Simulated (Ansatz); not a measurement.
Species: [Nb(Cl)5] (charge 0, multiplicity 1), formula Cl5Nb.

**Question.** How many basis functions does Ansatz (a program for electronic structure) with frozen-core CCSD(T)/def2-TZVPP // r2SCAN-D4/def2-SVP use, how many core orbitals are frozen, and how many electrons are correlated?

**Answer.** 266 basis functions and 25 frozen orbitals, which leaves 48 correlated electrons. Core time is of the order of minutes.
